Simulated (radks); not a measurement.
Removal energies from the vanadium ion V12+, [Ne] 3s1, by Delta-SCF beside the eigenvalue of the level emptied. All-electron calculation, scalar-relativistic Kohn-Sham, BLYP, spin-polarised, spherical densities, finite nucleus; Fermi nuclear charge, rms radius of each element as measured or else 0.836 A^(1/3) + 0.57 fm. Program: a radial shooting solver on a logarithmic mesh with Libxc functionals. Open shells are filled with parallel spins first.

| removed from | final configuration | Delta-SCF (eV) | -eigenvalue (eV) |
|---|---|---|---|
| 3s | [Ne] | 338.42 | 325.69 |
| 2p | [He] 2s2 2p5 3s1 | 858.69 | 819.95 |
| 2s | [He] 2s1 2p6 3s1 | 950.45 | 916.24 |
| 1s | 1s1 2s2 2p6 3s1 | 5828.6 | 5701.0 |
